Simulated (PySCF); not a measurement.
**Radial density of Ir (iridium, neutral)**

UHF, [Xe] 4f14 5d6 6s2 6p1, one real determinant (an excited configuration). Computed with PySCF 2.14 in ANO-RCC-VTZP (8s7p5d3f1g, 84 functions), with scalar relativity by spin-free X2C-1e.

```tsv
r (bohr)	4πr²ρ (e/bohr)	4πr²(ρα − ρβ)
0.0192	95.00	-0.0005
0.0322	108.8	0.0087
0.0542	143.3	0.0792
0.0912	110.7	0.2560
0.153	132.1	0.1136
0.258	71.66	0.1162
0.434	81.46	0.3662
0.730	28.03	0.4762
1.23	13.28	3.0526
2.07	3.591	1.6451
3.48	1.039	0.4798
5.85	0.09017	0.0376
9.83	0.0004277	-0.0001
```

Densities and radii are taken from the X2C orbitals without a picture-change correction, which distorts them close to the nucleus.

⟨L²⟩ = 8.71 against 12 for a pure F term, so this real determinant mixes terms. Spin-orbit coupling, absent here, splits the open shell strongly.
